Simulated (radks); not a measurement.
The numbers below are computed, except where a source is named.
The nuclear charge of the neon ion Ne2+ is varied continuously with 8 electrons held in [He] 2s2 2p4. Code: a radial shooting solver on a logarithmic mesh with Libxc functionals. Model: scalar-relativistic Kohn-Sham, r2SCAN, spin-polarised, spherical densities, finite nucleus; open shells are filled with parallel spins first; meta-GGA in the generalised Kohn-Sham scheme; Fermi nuclear charge, rms radius 3.0055 fm. By the Hellmann-Feynman theorem dE/dZ = E(electron-nucleus)/Z, the electronic potential at the nucleus (averaged over a nucleus of fixed radius). The scalar-relativistic energy here is not variational (the density holds large components alone), so the two differ by a part that grows with Z.

Z	E (hartree)	E(electron-nucleus)/Z (hartree)	HOMO	e(HOMO) (eV)	<r> HOMO (bohr)
9	-99.14502	-25.8217	2p	-25.582	1.018
9.25	-105.71132	-26.7049	2p	-31.426	0.9633
9.5	-112.49841	-27.5877	2p	-37.716	0.9146
9.75	-119.50626	-28.4704	2p	-44.449	0.8710
10	-126.73483	-29.3530	2p	-51.622	0.8318
10.25	-134.18411	-30.2356	2p	-59.234	0.7963
10.5	-141.85411	-31.1182	2p	-67.282	0.7639

The central difference of E at Z = 10 is -29.356 hartree, to compare with the third column; the second derivative is -3.53 hartree.
